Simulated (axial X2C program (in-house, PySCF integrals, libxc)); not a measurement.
## Low determinants of ZnSb⁺ at the PBE0 level, two-component

All values were computed with an in-house all-electron X2C program for linear molecules (integrals from PySCF). Two-component (2c) means X2C with spin–orbit coupling and atomic mean-field two-electron Coulomb and Gaunt terms. Basis: Sb dyall-v3z [11s12p8d1f], Zn dyall-v3z [9s10p6d3f2g] (cores contracted in-house); Gaussian nuclei, density fitting, unrestricted open shells. Masses: Sb 120.904 u, Zn 63.929 u.

Search at 2.580 Å (vertical energies from the lowest determinant):

| ΔE (eV) | state | electrons beyond evenly filled partner blocks | electrons in ±ω = 1/2, 3/2, 5/2, 7/2 |
| --- | --- | --- | --- |
| 0.00 | Ω = 1 | ω = -1/2, ω = 3/2 | 51 23 6 0 |
| 0.40 | Ω = 0 | none | 52 22 6 0 |
| 0.83 | Ω = 2 | ω = 1/2, ω = 3/2 | 51 23 6 0 |
| 1.27 | Ω = 0 | none | 50 24 6 0 |
| 1.55 | Ω = 1 | 2 × ω = 1/2 | 52 22 6 0 |
| 3.10 | Ω = 0 | 3 × ω = 1/2, ω = -3/2 | 51 23 6 0 |
| 3.67 | Ω = 1 | 2 × ω = 1/2 | 50 24 6 0 |

Lowest determinant, Ω = 1 (⟨Sz⟩ = 0.98, ⟨Lz⟩ = 0.02 at PBE0): Re = 2.608 Å, ωe = 181.5 cm⁻¹.

The determinant in row 2 of the search, Ω = 0 (closed shell), was followed along the bond at PBE0; measured from the minimum of the lowest determinant it gives:

Te = 0.398 eV (3209 cm⁻¹), Re = 2.610 Å, ωe = 176.8 cm⁻¹.

Q: Compare the bond of the determinant in row 2 with that of the lowest one.

A: At PBE0 its Re is 0.002 Å longer and its force constant, which goes as ωe², is 0.95 times that of the lowest determinant. T0 ≈ Te + Δωe/2 = 3209 + (-2) = 3207 cm⁻¹.

The search compares states at one distance, so a state with another bond length can lie lower; it is not exhaustive and yields mostly the lowest determinant of each block pattern, so other components and higher states of one pattern are missing. These are energies of single determinants, not of spin-adapted states; PBE0 term energies can be off by some tenths of an eV, and the functional has no current term. Open-shell Ω = 0 determinants with evenly filled partner blocks cannot be reached by this program, so the Ω shown need not be the lowest component. The lowest determinant need not be the ground state where others lie within half an eV. A closed-shell Ω = 0 row of a π² shell mixes the 0⁺ component of the triplet with ¹Σ⁺ and matches no level; 0⁺ can lie lowest.
